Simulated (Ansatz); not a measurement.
Consider the homolysis of the C–Mg bond: `[CH3][Mg][N](C)C` → `[CH3]`• + `C[N](C)[Mg]`•.

Isolated molecules relaxed with PBE0-D4/def2-TZVP in Ansatz; ΔE leaves out vibrations. CCSD(T)/CBS adds triple-zeta CCSD(T) − MP2 to the extrapolated MP2 energy (def2 sets, frozen cores). This one scheme is used for every species. Functionals use def2-TZVPP. Open shells (•) are unrestricted, without spin–orbit coupling. For Mg outer-core shells are correlated without core-valence functions, which leaves a few kJ/mol of doubt a bond. One conformer a species, not always the lowest.

```csv
level,ΔE (kJ/mol)
CAM-B3LYP-D4,265.2
B2PLYP,265.3
```

Q: What does CCSD(T)/CBS give? (Best estimate.)

A: Ansatz gave: +291.9 kJ/mol. The listed levels differ from it by -26.7, -26.6 kJ/mol.

Largest T1 diagnostic among the species: 0.012.

From BLYP to BHLYP (50 % exact exchange), in def2-TZVPP and without D4, ΔE moves by −7.4 kJ/mol: exact exchange takes away binding that semilocal exchange gives to molecules. In def2-TZVPP, CCSD(T) changes the Hartree–Fock value by +117.0 kJ/mol (the triples alone add +8.1 kJ/mol) and MP2 by +122.6 kJ/mol; breaking electron pairs costs correlation energy, which Hartree–Fock lacks.
